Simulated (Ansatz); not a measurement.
`OCOB[SiH3]` and `OCO[SiH2]S` differ in one atom or group.

Ansatz, PBE0-D4/def2-TZVP geometries, multiplicity 1. Each molecule was computed in one conformer, which needn't be the lowest.

```json
{"property": "LUMO energy (PBE/def2-TZVPP) / eV", "`OCOB[SiH3]`": "-2.11"}
{"property": "HOMO–LUMO gap (ωB97M-V/def2-TZVPP) / eV", "`OCOB[SiH3]`": "10.62"}
{"property": "HOMO energy (ωB97M-V/def2-TZVPP) / eV", "`OCOB[SiH3]`": "-9.84"}
{"property": "HOMO energy (PBE0/def2-TZVPP) / eV", "`OCOB[SiH3]`": "-7.65"}
{"property": "HOMO energy (PBE/def2-TZVPP) / eV", "`OCOB[SiH3]`": "-6.38"}
{"property": "size of the dipole moment (PBE/def2-TZVPP) / D", "`OCOB[SiH3]`": "2.20"}
```

(1) Give the same properties after the change, and the shifts. (Estimate.)

Results:

(1) Ansatz gave: 
```json
{"property": "LUMO energy (PBE/def2-TZVPP) / eV", "`OCO[SiH2]S`": "-0.55", "shift": "1.56"}
{"property": "HOMO–LUMO gap (ωB97M-V/def2-TZVPP) / eV", "`OCO[SiH2]S`": "11.85", "shift": "1.23"}
{"property": "HOMO energy (ωB97M-V/def2-TZVPP) / eV", "`OCO[SiH2]S`": "-9.82", "shift": "0.02"}
{"property": "HOMO energy (PBE0/def2-TZVPP) / eV", "`OCO[SiH2]S`": "-7.60", "shift": "0.05"}
{"property": "HOMO energy (PBE/def2-TZVPP) / eV", "`OCO[SiH2]S`": "-6.35", "shift": "0.03"}
{"property": "size of the dipole moment (PBE/def2-TZVPP) / D", "`OCO[SiH2]S`": "1.96", "shift": "-0.24"}
```

With PBE0 the HOMO rises by 0.05 eV and the LUMO rises by 1.52 eV, so the gap widens by about 1.47 eV. PBE moves the HOMO by 0.03 eV and ωB97M-V by 0.02 eV. Dipoles are sizes alone; their direction can turn.
